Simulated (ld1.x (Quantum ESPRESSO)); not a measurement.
## Reading a pseudo-wave (Se (Z = 34))

Columns: radius, all-electron u(r) and pseudo u(r) of the 3p shell (level -152.70 eV) of selenium in the configuration [Ne] 3s2 3p6 3d10 4s2 4p4; LDA (PZ), scalar-relativistic, ultrasoft scheme, ld1.x (Quantum ESPRESSO) 7.5.

```json
{"r (bohr)": "0.085", "all-electron": "0.7301", "pseudo": "-0.0824"}
{"r (bohr)": "0.170", "all-electron": "0.4169", "pseudo": "-0.3069"}
{"r (bohr)": "0.255", "all-electron": "-0.3858", "pseudo": "-0.6134"}
{"r (bohr)": "0.340", "all-electron": "-1.0166", "pseudo": "-0.9227"}
{"r (bohr)": "0.425", "all-electron": "-1.3359", "pseudo": "-1.1613"}
{"r (bohr)": "0.510", "all-electron": "-1.4084", "pseudo": "-1.2827"}
{"r (bohr)": "0.595", "all-electron": "-1.3319", "pseudo": "-1.2774"}
{"r (bohr)": "0.680", "all-electron": "-1.1825", "pseudo": "-1.1710"}
{"r (bohr)": "0.765", "all-electron": "-1.0086", "pseudo": "-1.0093"}
{"r (bohr)": "0.850", "all-electron": "-0.8370", "pseudo": "-0.8373"}
{"r (bohr)": "0.935", "all-electron": "-0.6813", "pseudo": "-0.6813"}
{"r (bohr)": "1.020", "all-electron": "-0.5466", "pseudo": "-0.5466"}
{"r (bohr)": "1.105", "all-electron": "-0.4337", "pseudo": "-0.4337"}
{"r (bohr)": "1.190", "all-electron": "-0.3413", "pseudo": "-0.3413"}
{"r (bohr)": "1.275", "all-electron": "-0.2669", "pseudo": "-0.2669"}
{"r (bohr)": "1.360", "all-electron": "-0.2075", "pseudo": "-0.2075"}
{"r (bohr)": "1.445", "all-electron": "-0.1606", "pseudo": "-0.1606"}
{"r (bohr)": "1.530", "all-electron": "-0.1239", "pseudo": "-0.1239"}
{"r (bohr)": "1.615", "all-electron": "-0.0953", "pseudo": "-0.0953"}
{"r (bohr)": "1.700", "all-electron": "-0.0731", "pseudo": "-0.0731"}
{"r (bohr)": "1.785", "all-electron": "-0.0559", "pseudo": "-0.0559"}
{"r (bohr)": "1.870", "all-electron": "-0.0427", "pseudo": "-0.0427"}
{"r (bohr)": "1.955", "all-electron": "-0.0326", "pseudo": "-0.0326"}
{"r (bohr)": "2.040", "all-electron": "-0.0248", "pseudo": "-0.0248"}
{"r (bohr)": "2.125", "all-electron": "-0.0189", "pseudo": "-0.0189"}
{"r (bohr)": "2.210", "all-electron": "-0.0143", "pseudo": "-0.0143"}
```

(1) How many radial nodes do the two functions have?

(2) At about which radius was the pseudo-wave matched?

(3) Is the pseudo-wave norm-conserving?

## Answers

(1) The all-electron 3p function has n − l − 1 = 1; the pseudo-wave has 0, since the states of the same l below it are removed with the core.

(2) 0.90 bohr, where the columns begin to agree (steps of 0.09 bohr).

(3) No, it belongs to an ultrasoft set: the norm inside the radius is not constrained, and the difference is carried by the augmentation charge.
